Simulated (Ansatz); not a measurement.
## Nudged elastic band run: Cl2GaH3

Input file:

```yaml
crystal:
  periodic: [false, false, false]
  atoms:
    - { symbol: Ga, position_ang: [-0.009308, 0.286021, 0.137141] }
    - { symbol: Cl, position_ang: [-0.092116, 0.869163, 2.228978] }
    - { symbol: H, position_ang: [1.333584, -0.044196, -0.583187] }
    - { symbol: Cl, position_ang: [-1.909586, 0.308995, -0.911625] }
    - { symbol: H, position_ang: [-0.227344, -2.486522, 0.63398] }
    - { symbol: H, position_ang: [-0.118731, -2.188261, 1.333113] }
basis:
  gaussian: { orbitals: def2-SVP }
hamiltonian:
  xc: blyp
  dispersion: d4
neb:
  order_check: false
  images: 5
  f_tol: 0.05
  max_iterations: 60
  final_atoms:
    - { symbol: Ga, position_ang: [0.29002135, -0.88548819, -0.236974] }
    - { symbol: Cl, position_ang: [-0.05339947, -0.12043528, 2.44262423] }
    - { symbol: H, position_ang: [1.35853294, 0.1817913, -0.65971836] }
    - { symbol: Cl, position_ang: [-1.82690681, -0.12292032, -0.40993339] }
    - { symbol: H, position_ang: [0.36558992, -2.43991615, -0.04372864] }
    - { symbol: H, position_ang: [-1.15733893, 0.13216864, 1.74613017] }
  initial_path:
    images:
      - { positions_ang: [[-0.009308, 0.286021, 0.137141], [-0.092116, 0.869163, 2.228978], [1.333584, -0.044196, -0.583187], [-1.909586, 0.308995, -0.911625], [-0.227344, -2.486522, 0.63398], [-0.118731, -2.188261, 1.333113]] }
      - { positions_ang: [[-0.00299985, 0.18758595, 0.08911442], [-0.05746635, 0.58727037, 2.34693633], [1.34515959, -0.04427049, -0.65303139], [-1.91666012, 0.21016468, -0.98296459], [-0.23886842, -2.24279484, 0.62436478], [-0.15266584, -1.95275568, 1.41398046]] }
      - { positions_ang: [[0.00330829, 0.08915091, 0.04108783], [-0.0228167, 0.30537774, 2.46489466], [1.35673517, -0.04434498, -0.72287578], [-1.92373424, 0.11133437, -1.05430418], [-0.25039284, -1.99906768, 0.61474955], [-0.18660069, -1.71725036, 1.49484791]] }
      - { positions_ang: [[0.00961644, -0.00928414, -0.00693875], [0.01183295, 0.02348511, 2.58285299], [1.36831076, -0.04441946, -0.79272016], [-1.93080836, 0.01250405, -1.12564377], [-0.26191726, -1.75534052, 0.60513433], [-0.22053553, -1.48174503, 1.57571537]] }
      - { positions_ang: [[0.10308474, -0.30135216, -0.08361717], [-0.00991119, -0.02448835, 2.53611007], [1.36505149, 0.03098412, -0.74838623], [-1.89617451, -0.03263741, -0.88707364], [-0.0527482, -1.9835324, 0.38884667], [-0.53280333, -0.94377381, 1.6325203]] }
      - { positions_ang: [[0.19655305, -0.59342017, -0.16029559], [-0.03165533, -0.07246182, 2.48936715], [1.36179221, 0.10638771, -0.7040523], [-1.86154066, -0.07777887, -0.64850352], [0.15642086, -2.21172428, 0.17255902], [-0.84507113, -0.40580258, 1.68932524]] }
      - { positions_ang: [[0.29002135, -0.88548819, -0.236974], [-0.05339947, -0.12043528, 2.44262423], [1.35853294, 0.1817913, -0.65971836], [-1.82690681, -0.12292032, -0.40993339], [0.36558992, -2.43991615, -0.04372864], [-1.15733893, 0.13216864, 1.74613017]] }
```

Launched with:

```bash
$ ansatz run input.yaml --threads 2 --pin off --max-ram 3072MiB --backend cpu --events-out ev --progress --plain --runs-dir out
```

Output, in part (warnings, iteration lines, the closing report on the highest movable image, with atoms numbered from 0):

```
NEB end point (image 0): max|allowed force component| = 1.591e-2 eV/Å (the criterion of neb.relax_end_points is 1.000e-2)
NEB end point (image 6): max|allowed force component| = 1.024e-2 eV/Å (the criterion of neb.relax_end_points is 1.000e-2)
NEB iter   1: max|band force component| = 3.579e0 eV/Å  barrier→ = 1.7747 eV  barrier← = 1.0686 eV  Δτ_max = 0.2000 Å  (168 SCF iters)
NEB iter   2: max|band force component| = 1.534e0 eV/Å  barrier→ = 1.1969 eV  barrier← = 0.4908 eV  Δτ_max = 0.1969 Å  (142 SCF iters)
NEB iter   3: max|band force component| = 7.371e-1 eV/Å  barrier→ = 1.3925 eV  barrier← = 0.6864 eV  Δτ_max = 0.2000 Å  (138 SCF iters)
NEB iter   4: max|band force component| = 1.533e0 eV/Å  barrier→ = 1.2749 eV  barrier← = 0.5688 eV  Δτ_max = 0.0999 Å  (143 SCF iters)
NEB iter   5: max|band force component| = 6.426e-1 eV/Å  barrier→ = 1.0809 eV  barrier← = 0.3749 eV  Δτ_max = 0.1976 Å  (128 SCF iters)
NEB iter   6: max|band force component| = 2.345e0 eV/Å  barrier→ = 1.1589 eV  barrier← = 0.4529 eV  Δτ_max = 0.0995 Å  (134 SCF iters)
NEB iter   7: max|band force component| = 5.878e-1 eV/Å  barrier→ = 1.1801 eV  barrier← = 0.4740 eV  CI = image 2  Δτ_max = 0.1531 Å  (127 SCF iters)
NEB iter   8: max|band force component| = 2.563e-1 eV/Å  barrier→ = 1.2238 eV  barrier← = 0.5177 eV  CI = image 2  Δτ_max = 0.0439 Å  (134 SCF iters)
NEB iter   9: max|band force component| = 1.597e-1 eV/Å  barrier→ = 1.2153 eV  barrier← = 0.5093 eV  CI = image 2  Δτ_max = 0.1097 Å  (128 SCF iters)
NEB iter  10: max|band force component| = 2.699e-1 eV/Å  barrier→ = 1.2148 eV  barrier← = 0.5087 eV  CI = image 2  Δτ_max = 0.0555 Å  (126 SCF iters)
NEB iter  11: max|band force component| = 8.760e-2 eV/Å  barrier→ = 1.2147 eV  barrier← = 0.5086 eV  CI = image 2  Δτ_max = 0.0161 Å  (110 SCF iters)
NEB iter  12: max|band force component| = 2.459e-2 eV/Å  barrier→ = 1.2147 eV  barrier← = 0.5086 eV  CI = image 2  Δτ_max = 0.0000 Å  (228 SCF iters)
Total energy: -77460.08385548 eV, -2846.6055773581 hartree
Atom 0 at    -0.022461    -0.364985    -0.124019 Å, force    -0.000576     0.001729    -0.001777 eV/Å
Atom 1 at    -0.111455     0.030332     2.378153 Å, force    -0.001607    -0.000684    -0.000790 eV/Å
Atom 2 at     1.380273     0.049769    -0.662011 Å, force    -0.000864    -0.000679    -0.000294 eV/Å
Atom 3 at    -1.931477     0.221938    -0.977702 Å, force     0.001716     0.000373     0.001375 eV/Å
Atom 4 at    -0.165363    -1.897017     0.634061 Å, force     0.000459    -0.001476     0.000850 eV/Å
Atom 5 at    -0.173018    -1.294838     1.589918 Å, force     0.000871     0.000737     0.000635 eV/Å
Dipole moment:     0.270500    -0.209136    -0.023307 e Å
```

It converged. A vibrational analysis at the climbing image gives one clearly imaginary mode, 828i cm⁻¹: a first-order saddle point. The orbitals stay closed-shell, which can raise the energy where a bond breaks towards radicals; this wasn't checked here.

Final band (atoms are numbered from 1 in the order of the input):

```json
{"image": "0", "path coordinate (Å)": "0.00", "energy (kcal/mol)": "0.0", "H5–H6 (Å)": "0.77", "Ga1–H5 (Å)": "2.83", "Cl2–H6 (Å)": "3.19"}
{"image": "1", "path coordinate (Å)": "0.81", "energy (kcal/mol)": "4.7", "H5–H6 (Å)": "0.78", "Ga1–H5 (Å)": "2.24", "Cl2–H6 (Å)": "2.32"}
{"image": "2", "path coordinate (Å)": "1.63", "energy (kcal/mol)": "28.0", "H5–H6 (Å)": "1.13", "Ga1–H5 (Å)": "1.72", "Cl2–H6 (Å)": "1.54"}
{"image": "3", "path coordinate (Å)": "2.45", "energy (kcal/mol)": "20.6", "H5–H6 (Å)": "2.10", "Ga1–H5 (Å)": "1.59", "Cl2–H6 (Å)": "1.31"}
{"image": "4", "path coordinate (Å)": "3.27", "energy (kcal/mol)": "19.2", "H5–H6 (Å)": "3.02", "Ga1–H5 (Å)": "1.57", "Cl2–H6 (Å)": "1.30"}
{"image": "5", "path coordinate (Å)": "4.09", "energy (kcal/mol)": "18.3", "H5–H6 (Å)": "3.39", "Ga1–H5 (Å)": "1.57", "Cl2–H6 (Å)": "1.31"}
{"image": "6", "path coordinate (Å)": "4.91", "energy (kcal/mol)": "16.3", "H5–H6 (Å)": "3.48", "Ga1–H5 (Å)": "1.57", "Cl2–H6 (Å)": "1.33"}
```

Run time: 59 s on 2 threads of Arm Neoverse V2 (shared host), peak memory 0.14 GiB.
